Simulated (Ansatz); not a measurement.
Reaction (cleavage of the Si–Ga bond): `N[SiH2][Ga]([F])[SiH3]` + `B[TeH]` → `B[Te][SiH2]N` + `[F][GaH][SiH3]`

Gas-phase electronic energies from Ansatz, PBE0-D4/def2-TZVP geometries. CBS: MP2 limit from def2 TZ/QZ plus the TZ coupled-cluster correction, frozen cores. Functionals use def2-TZVPP. B3LYP here is the variant with VWN-RPA as its local correlation; programs differ in this. Elements past krypton have def2 core potentials. For Ga, Te outer-core shells are correlated without core-valence functions, which leaves a few kJ/mol of doubt a bond. Scalar relativity is left out up to krypton. Each species was taken in one conformer, which may not be the lowest.

```
             level  ΔE (kJ/mol)  difference from CCSD(T)/CBS
            PBE-D4        -43.3                          8.7
         r2SCAN-D4        -49.8                          2.2
           PBE0-D4        -48.1                          3.9
          B3LYP-D4        -46.0                          6.0
           ωB97X-V        -49.7                          2.3
           ωB97M-V        -51.9                          0.1
            B2PLYP        -49.1                          2.9
               PBE        -40.5                         11.5
            r2SCAN        -49.4                          2.6
              PBE0        -45.8                          6.2
             B3LYP        -41.3                         10.7
     HF/def2-TZVPP        -52.7                         -0.7
    MP2/def2-TZVPP        -62.1                        -10.1
SCS-MP2/def2-TZVPP        -57.0                         -5.0
   CCSD/def2-TZVPP        -47.5                          4.5
CCSD(T)/def2-TZVPP        -48.8                          3.2
     HF/def2-QZVPP        -53.2                         -1.2
    MP2/def2-QZVPP        -64.1                        -12.1
SCS-MP2/def2-QZVPP        -59.3                         -7.3
      HF/CBS(def2)        -53.3                         -1.3
     MP2/CBS(def2)        -65.3                        -13.3
    CCSD/CBS(def2)        -50.7                          1.3
       CCSD(T)/CBS        -52.0                            0
```

Largest T1 diagnostic among the species: 0.015.

From PBE to PBE0 (25 % exact exchange), in def2-TZVPP and without D4, ΔE moves by −5.3 kJ/mol. The D4 term adds −4.7 kJ/mol with B3LYP and −2.3 kJ/mol with PBE0; it sums over pairs of atoms, weighted by their polarisabilities, and B3LYP, whose exchange is more repulsive, gets the larger term.
